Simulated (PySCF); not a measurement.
Cl₄Ge, triplet, at a GFN2-xTB geometry (a higher spin typed on purpose: for a closed-shell molecule this is an excited state). Base run: M062X/6-31G run with PySCF.

Input for PySCF:
```python
from pyscf import gto, scf, dft, solvent

mol = gto.Mole()
mol.atom = '''
    Cl   -0.620043   -1.439013   -1.903396
    Ge   -0.091571   -0.507329    0.072011
    Cl    2.094631   -0.437247    0.096864
    Cl   -0.599080    1.750982   -0.438356
    Cl   -0.703139    1.080251    2.109338
'''
mol.basis = '6-31g'
mol.charge = 0
mol.spin = 2
mol.verbose = 4
mol.build()

mf = dft.UKS(mol)
mf.xc = 'm062x'
mf.kernel()
```

The base run was repeated with changes; each row names its change, and settings that it needs were set with it.

| change | ΔE vs base (kcal/mol) | dipole (D) |
|---|---|---|
| base | 0.000 | 2.01 |
| model = IEF-PCM; solvent = dichloromethane; r_probe = 0.5 | -1.58 | 2.34 |
| model = IEF-PCM; solvent = dichloromethane; vdw_scale = 1.1 | -6.18 | 2.61 |
| model = IEF-PCM; solvent = dichloromethane; vdw_scale = 1.4 | -1.86 | 2.36 |
| model = IEF-PCM; solvent = acetonitrile | -4.56 | 2.61 |
| model = IEF-PCM; solvent = tetrahydrofuran | -3.74 | 2.49 |
| model = COSMO; solvent = dichloromethane | -3.93 | 2.51 |
| model = IEF-PCM; solvent = water | -4.68 | 2.62 |
| model = IEF-PCM; solvent = dichloromethane | -3.90 | 2.51 |
| model = IEF-PCM; solvent = dichloromethane; lebedev_order = 41 | -3.90 | 2.51 |

The base is the gas phase, so ΔE is the electrostatic part of solvation at a fixed geometry, without cavity and dispersion terms.

Open shells are given as the SCF converged; they aren't shown to be the lowest states, and a large step between rows can be another state.
